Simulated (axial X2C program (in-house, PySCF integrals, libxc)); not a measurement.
VGe: properties at the nuclei

Computed with an axial X2C code built on PySCF integrals: two-component X2C with atomic mean-field Coulomb and Gaunt terms, Gaussian nuclei, basis Ge dyall-cv3z, V dyall-cv3z with contracted cores.

R = 2.429 Å (near the PBE0 minimum at charge 0 of the determinant lowest at the starting distance; the state shown can have its own minimum elsewhere).

Input and command:
```json
{"zs": [32, 23], "q": 0, "bas": ["dyall-cv3z", "dyall-cv3z"], "r0": 2.55, "levels": ["PBE0", "HF", "TPSSh", "PBE50", "PBE"], "nst": 3}
```
```bash
python soeom.py task.json out
```

Keys: zs atomic numbers; q charge; bas basis sets; r0 starting distance in Å; levels methods; nst determinants followed.

Determinant lowest in the PBE0 search, Ω = 5/2 (⟨Sz⟩ = 2.50, ⟨Lz⟩ = 0.00 at PBE0), spin on the atoms Ge 0.45, V 2.05:

```json
{"level": "PBE0", "Eeff magnitude (GV/cm)": "0.0402", "Ws magnitude Ge (kHz)": "0.0302", "Ws magnitude V (kHz)": "0.0223", "A∥/gI Ge (MHz)": "-121", "qzz Ge (a.u.)": "-3.17", "A∥/gI V (MHz)": "70.1", "qzz V (a.u.)": "0.87", "μ (D)": "3.36"}
{"level": "HF", "Eeff magnitude (GV/cm)": "1.98", "Ws magnitude Ge (kHz)": "0.193", "Ws magnitude V (kHz)": "0.127", "A∥/gI Ge (MHz)": "-188", "qzz Ge (a.u.)": "-1.29", "A∥/gI V (MHz)": "118", "qzz V (a.u.)": "0.79", "μ (D)": "3.21"}
{"level": "TPSSh", "Eeff magnitude (GV/cm)": "0.0659", "Ws magnitude Ge (kHz)": "0.0257", "Ws magnitude V (kHz)": "0.0229", "A∥/gI Ge (MHz)": "-106", "qzz Ge (a.u.)": "-3.38", "A∥/gI V (MHz)": "63.6", "qzz V (a.u.)": "0.79", "μ (D)": "3.22"}
{"level": "PBE50", "Eeff magnitude (GV/cm)": "0.302", "Ws magnitude Ge (kHz)": "0.00347", "Ws magnitude V (kHz)": "0.0403", "A∥/gI Ge (MHz)": "-131", "qzz Ge (a.u.)": "-2.43", "A∥/gI V (MHz)": "85.9", "qzz V (a.u.)": "0.99", "μ (D)": "4.15"}
{"level": "PBE", "Eeff magnitude (GV/cm)": "0.0967", "Ws magnitude Ge (kHz)": "0.0185", "Ws magnitude V (kHz)": "0.0201", "A∥/gI Ge (MHz)": "-102", "qzz Ge (a.u.)": "-3.73", "A∥/gI V (MHz)": "84.5", "qzz V (a.u.)": "0.76", "μ (D)": "2.38"}
```

Eeff is the effective electric field on the electron electric dipole moment in this Ω state and Ws the scalar–pseudoscalar constant of the nucleus named (defined with the proton number Z and per Ω); A∥ (defined per Ω) follows by multiplying with gI = μI/(I μN); qzz is the electric field gradient, eQq0 = 234.96 MHz × Q/barn × qzz; μ is positive if the V end (last atom) is positive. The operators were transformed with the bare-nucleus X2C matrices; with these basis sets, hyperfine constants and field gradients can be off by tens of per cent, and where levels differ in sign neither size nor sign is settled.

(1) With gI(73Ge) = -0.1954, gI(51V) = 1.4711, Q(51V) = -0.052 barn (g factors from the IAEA table of nuclear moments by Stone; Q from Pyykkö, Mol. Phys. 2018), turn the PBE0 values of the first state into constants in MHz.

Each state is one determinant with collinear spin, which with several unpaired electrons need not be a pure state. Unrestricted Hartree–Fock can overshoot spin polarisation at the nuclei. This is the top spin component of a Σ state; components of lower Ω are not single determinants and can lie lower. With several open shells hyperfine constants can be off by a factor of several. Where Eeff spreads by more than a factor of two the levels disagree and none is to be relied on. States lie within half an eV, so the first need not be the ground state. The sign of Ws at Ge differs between levels in the first state. Further determinants of the search, some of them spin-mixed, are not shown. Where a field gradient or hyperfine factor spreads by more than a factor of two over the levels, a constant derived from it is not to be relied on.

Answers

(1) A∥(73Ge) = -121 × -0.1954 = 23.6 MHz; A∥(51V) = 70.1 × 1.4711 = 103 MHz; eQq0(51V) = 234.96 × (-0.052) × (0.87) = -10.6 MHz.
